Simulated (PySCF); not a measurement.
C2H5FN2Si, SMILES N[Si@@H]1C=N[C@@H]1F. Heavy atoms are numbered as in [NH2:1][Si@@H:2]1[CH:3]=[N:4][C@@H:5]1[F:6]. Hydrogens are named by the atom that carries them.

Geometry optimised at B3LYP-D3(BJ)/def2-SVP. The structure was generated by enumeration; whether it is a known compound was not checked. One conformer was computed; it need not be the lowest.

All values below come from PBE/def2-TZVP (PySCF).

ESP charges are fitted to the potential on shells at 1.4 to 2.0 van der Waals radii. Atomic charges (e), one atom of each kind:

```json
[
 {"atom": "N1 (NH2)", "ESP fit": "-1.00", "meta-Löwdin": "-0.70", "Mulliken": "-0.58"},
 {"atom": "Si2 (SiH)", "ESP fit": "0.31", "meta-Löwdin": "0.74", "Mulliken": "0.32"},
 {"atom": "C3 (CH)", "ESP fit": "0.22", "meta-Löwdin": "-0.20", "Mulliken": "-0.16"},
 {"atom": "N4", "ESP fit": "-0.45", "meta-Löwdin": "-0.21", "Mulliken": "-0.09"},
 {"atom": "C5 (CH)", "ESP fit": "0.25", "meta-Löwdin": "0.03", "Mulliken": "0.05"},
 {"atom": "F6", "ESP fit": "-0.20", "meta-Löwdin": "-0.29", "Mulliken": "-0.19"},
 {"atom": "H on N1", "ESP fit": "0.43", "meta-Löwdin": "0.25", "Mulliken": "0.24"},
 {"atom": "H on Si2", "ESP fit": "-0.07", "meta-Löwdin": "-0.09", "Mulliken": "-0.03"},
 {"atom": "H on C3", "ESP fit": "0.04", "meta-Löwdin": "0.12", "Mulliken": "0.12"},
 {"atom": "H on C5", "ESP fit": "0.05", "meta-Löwdin": "0.12", "Mulliken": "0.08"}
]
```

Computed Mayer and Wiberg (Löwdin basis) orders of the bonds:
| bond | Mayer | Wiberg |
|---|---|---|
| N1–Si2 | 1.23 | 1.60 |
| Si2–C3 | 0.91 | 1.06 |
| C3–N4 | 1.86 | 2.22 |
| Si2–C5 | 0.94 | 0.98 |
| N4–C5 | 1.00 | 1.29 |
| C5–F6 | 1.05 | 1.68 |
